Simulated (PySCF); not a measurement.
**The electron affinity along group 10**

Calculated with PySCF 2.14 from differences of total energies of unrestricted determinants, without spin-orbit coupling. Values in eV. The last column holds reference values (measured affinities from photodetachment; the arrow runs from anion to atom). Unmarked ones compare directly (S terms, centres of terms, or small fine structure); those marked * lie between the lowest fine-structure levels and include a spin-orbit shift.

```tsv
element	configurations	UHF	PBE	r2SCAN	SCS-MP2 (valence)	CCSD (valence)	CCSD(T) (valence)	reference
Ni (x2c-TZVPPall with one added diffuse shell each of s, p, d, f type, spin-free X2C)	[Ar] 3d9 4s2 → [Ar] 3d8 4s2	-1.799	1.815	1.027	0.939	0.484	0.840	1.157 *
Pd (x2c-TZVPPall with one added diffuse shell each of s, p, d, f type, spin-free X2C)	[Kr] 4d10 5s1 → [Kr] 4d10	-0.303	0.872	0.771	0.174	0.323	0.444	0.562
Pt (x2c-TZVPPall with one added diffuse shell each of s, p, d, f type, spin-free X2C)	[Xe] 4f14 5d9 6s2 → [Xe] 4f14 5d9 6s1	0.443	2.146	2.023	1.906	1.818	1.989	2.125 *
```

The highest occupied level of the anion is positive for Ni⁻ at PBE, r2SCAN; Pd⁻ at UHF, PBE, r2SCAN; Pt⁻ at PBE, r2SCAN, so there the basis helps to hold the electron.

"Valence" correlates the outer s and p shells and, in groups 3 to 12 and the f block, the outer d or f shell, open or full, or the next shell where the ion has no valence electron left; the wider scheme adds the next inner shell.
